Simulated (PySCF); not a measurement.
## A survey of $^{33}$S NMR shifts

PySCF 2.14.0 with density-fitted response routines calculation with PBE0/pcSseg-1 with gauge-including orbitals and geometry: GFN2-xTB; no solvent model, averaged over atoms made equivalent by symmetry, fast rotation or ring inversion, non-relativistic Hamiltonian, one computed conformer.

Shieldings were converted by a linear fit to measured shifts: $^{33}$S (scatter 33.3 ppm rms vs sulfate, solution or neat liquid). Occasional misses reach two or three times the rms, and more in compound classes unlike the fitted ones.

Q: Give the $^{33}$S shifts of `CSC[P@@](C)(=O)C(F)(F)F`.

A: 
| compound | environment | δ (ppm) |
| --- | --- | --- |
| CSC[P@@](C)(=O)C(F)(F)F | sulfide sulfur | -401 |

Q: Order these by $^{33}$S shift, lowest first.
A. CN[C@@H]1C[C@@]12C[C@@H]2S[SiH3]
B. CC(C)(C)CCS
C. Cc1cccs1

A: A (-477 ppm, sulfur bonded to C, Si), B (-386 ppm, thiol sulfur), C (-97 ppm, aromatic ring sulfur).
